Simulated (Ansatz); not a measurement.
Calculated with Ansatz (gas phase, PBE0-D4/def2-TZVP geometries, no zero-point term in ΔE). CCSD(T)/CBS is the MP2 limit (def2-TZVPP, def2-QZVPP) plus CCSD(T) − MP2 in def2-TZVPP, frozen cores. DFT in def2-TZVPP. B3LYP here is the variant with VWN-RPA as its local correlation; programs differ in this. Elements past krypton have def2 core potentials. For In outer-core shells are correlated without core-valence functions, which leaves a few kJ/mol of doubt a bond. Each species was taken in one conformer, which may not be the lowest.

Consider the redistribution: `[BH2][InH][F]` + `FC[SiH]([SiH3])Cl` → `B[SiH]([SiH3])Cl` + `F[CH2][InH][F]`.

```json
{"level": "B3LYP", "ΔE (kcal/mol)": "5.3"}
{"level": "CCSD/def2-TZVPP", "ΔE (kcal/mol)": "6.6"}
```

What does CCSD(T)/CBS give? (Estimate.)

Ansatz gave: +6.2 kcal/mol. The listed levels differ from it by -0.9, 0.4 kcal/mol.

Largest T1 diagnostic among the species: 0.015.

In def2-TZVPP, CCSD(T) changes the Hartree–Fock value by −1.9 kcal/mol (the triples alone add −0.5 kcal/mol) and MP2 by −1.2 kcal/mol. From PBE to PBE0 (25 % exact exchange), in def2-TZVPP and without D4, ΔE moves by +1.3 kcal/mol.
